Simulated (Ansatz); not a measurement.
```xyz
11

N    -1.4706    0.7179    0.7659
C    -0.0919    0.2578    0.7163
As    0.9236    1.6659   -0.2842
In    0.4617   -1.5361   -0.3788
H    -1.9822    0.4512   -0.0660
H    -1.9588    0.3244    1.5594
H     0.3308    0.2875    1.7215
H     0.3095    1.3296   -1.6464
H     2.1608    0.8073   -0.5975
H     1.9327   -2.3942   -0.1050
H    -0.6154   -1.9115   -1.6851
```

The species carries charge 0 and has multiplicity 1. In takes the def2 core potential.

Q: List the PBE0/def2-TZVPP orbital energies in eV (the Gaussian-basis code of Ansatz). (Estimate.)

A: The calculation gave: Occupied: -11598.24, -1468.79, -1312.24, -1312.23, -1312.20, -391.23, -279.25, -192.14, -138.83, -138.81, -138.71, -127.95, -84.46, -84.13, -84.11, -45.28, -45.26, -45.19, -45.18, -45.13, -24.92, -21.11, -20.98, -20.89, -20.83, -20.81, -18.91, -16.27, -14.01, -12.53, -11.56, -10.14, -9.85, -9.09, -8.09, -7.80, -5.79. Lowest empty: -1.45, -0.19, 0.62, 0.82, 1.06, 1.25, 1.52, 1.60.
